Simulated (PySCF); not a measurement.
Species: C8H6N2.
SMILES with atom numbers: `[CH2:1]=[N:2][c:3]1[cH:4][cH:5][cH:6][c:7]([C:8]#[N:9])[cH:10]1`

NICS = −σ at a ghost point: NICS(0) at the centroid of the ring atoms, NICS(1) 1 Å to either side along the normal of their mean plane, zz for the tensor component along that normal. Level: GIAO PBE0/pcSseg-1 (PySCF, non-relativistic, gas phase) on the GFN2-xTB geometry, one conformer.

Ring bond lengths (Å), with Mayer bond orders in brackets: C3–C4 1.398 (1.35), C4–C5 1.383 (1.43), C5–C6 1.382 (1.45), C6–C7 1.397 (1.36), C7–C10 1.390 (1.36), C10–C3 1.393 (1.37).

Q: What do the NICS probes read (ppm)?

A: 
```tsv
ring	type	NICS(0)	NICS(1), two faces	NICS(1)zz, two faces	rms pucker (Å)	centre to ring atoms, mean (Å)
C3–C4–C5–C6–C7–C10	6-membered carbocycle; formal bonds all aromatic	-9.0	-10.9 / -10.7	-26.4 / -26.8	0.01	1.39
```

Q: What do they say, and how far can they be read as aromaticity?

A: 
- C3–C4–C5–C6–C7–C10: mean NICS(1)zz -26.6 ppm, shielded. The ring is flat and has no four-coordinate atom; by the NICS criterion it is aromatic.

Q: How equal are the bonds by HOMA? HOMA = 1 − mean of α(R − Ropt)² over the ring bonds, with Krygowski's 1993 parameters (CC: Ropt 1.388 Å, α 257.7 Å⁻²).

A: 
- C3–C4–C5–C6–C7–C10: HOMA 0.99 = 1 − EN − GEO, with mean bond length 1.391 Å, EN = α(Ropt − mean)² = 0.002 and GEO = α × variance = 0.010. The geometric and the magnetic index point the same way.

Q: At the second NICS(1) probe listed for ring C3–C4–C5–C6–C7–C10, 1 Å off the ring, how large is the induced field along the normal in 11.7 T applied along it?

A: NICSzz × B0 = -26.8 ppm × 11.7 T = -314 μT, against the applied field.

Q: How shielded are the nuclei of the rings and their hydrogens (means over atoms taken as equivalent)?

A: 
```json
{"atoms": "C3", "environment": "aromatic carbon bearing nitrogen", "σ isotropic (ppm)": "29.1", "principal values of the symmetric part, first atom (ppm)": "-56.0, 0.9, 142.2"}
{"atoms": "C4", "environment": "aromatic CH carbon", "σ isotropic (ppm)": "62.9", "principal values of the symmetric part, first atom (ppm)": "-27.9, 50.5, 166.3"}
{"atoms": "C5", "environment": "aromatic CH carbon", "σ isotropic (ppm)": "51.2", "principal values of the symmetric part, first atom (ppm)": "-57.9, 33.8, 177.6"}
{"atoms": "C6", "environment": "aromatic CH carbon", "σ isotropic (ppm)": "51.0", "principal values of the symmetric part, first atom (ppm)": "-57.3, 35.7, 174.5"}
{"atoms": "C7", "environment": "substituted aromatic carbon", "σ isotropic (ppm)": "68.5", "principal values of the symmetric part, first atom (ppm)": "-35.6, 70.0, 171.2"}
{"atoms": "C10", "environment": "aromatic CH carbon", "σ isotropic (ppm)": "52.6", "principal values of the symmetric part, first atom (ppm)": "-41.8, 34.0, 165.8"}
{"atoms": "H on C4", "environment": "aromatic hydrogen", "σ isotropic (ppm)": "24.77", "principal values of the symmetric part, first atom (ppm)": "21.2, 25.3, 27.8"}
{"atoms": "H on C5", "environment": "aromatic hydrogen", "σ isotropic (ppm)": "24.00", "principal values of the symmetric part, first atom (ppm)": "20.7, 24.5, 26.7"}
{"atoms": "H on C6", "environment": "aromatic hydrogen", "σ isotropic (ppm)": "23.97", "principal values of the symmetric part, first atom (ppm)": "20.7, 23.5, 27.7"}
{"atoms": "H on C10", "environment": "aromatic hydrogen", "σ isotropic (ppm)": "23.98", "principal values of the symmetric part, first atom (ppm)": "20.4, 23.0, 28.6"}
```

The values belong to the conformer `[CH2:1]=[N:2][c:3]1[cH:4][cH:5][cH:6][c:7]([C:8]#[N:9])[cH:10]1`: C1–N2–C3–C4 -52°.
